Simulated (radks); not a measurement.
Task: The mean radii <r> (bohr) of the occupied orbitals of an atom or ion are listed with their occupations. Method: Dirac Kohn-Sham, PBE, spin-unpolarised, spherical densities, point nucleus; computed with a radial shooting solver on a logarithmic mesh with Libxc functionals.

| orbital | occ. | <r> |
|---|---|---|
| 1s1/2 | 2 | 0.02232 |
| 2s1/2 | 2 | 0.09459 |
| 2p1/2 | 2 | 0.07907 |
| 2p3/2 | 4 | 0.08580 |
| 3s1/2 | 2 | 0.2492 |
| 3p1/2 | 2 | 0.2388 |
| 3p3/2 | 4 | 0.2517 |
| 3d3/2 | 4 | 0.2236 |
| 3d5/2 | 6 | 0.2276 |
| 4s1/2 | 2 | 0.5654 |
| 4p1/2 | 2 | 0.5783 |
| 4p3/2 | 4 | 0.6074 |
| 4d3/2 | 4 | 0.6458 |
| 4d5/2 | 6 | 0.6561 |
| 5s1/2 | 2 | 1.351 |
| 5p1/2 | 2 | 1.500 |
| 5p3/2 | 4 | 1.582 |
| 4f5/2 | 6 | 0.8742 |

Name the element and its charge. Open shells, if any, fill j = l - 1/2 first.

Result: Z = 63, europium, charge +3: Eu3+ in [Xe] 4f6. The 1s radius gives Z: for a bare nucleus <r> = (2 gamma + 1)/(2Z) with gamma = sqrt(1 - (Z/c)^2), 0.02203 bohr for Z = 63, and screening makes it slightly larger (0.02232 here). The occupations add up to 60, and the charge is Z minus that.
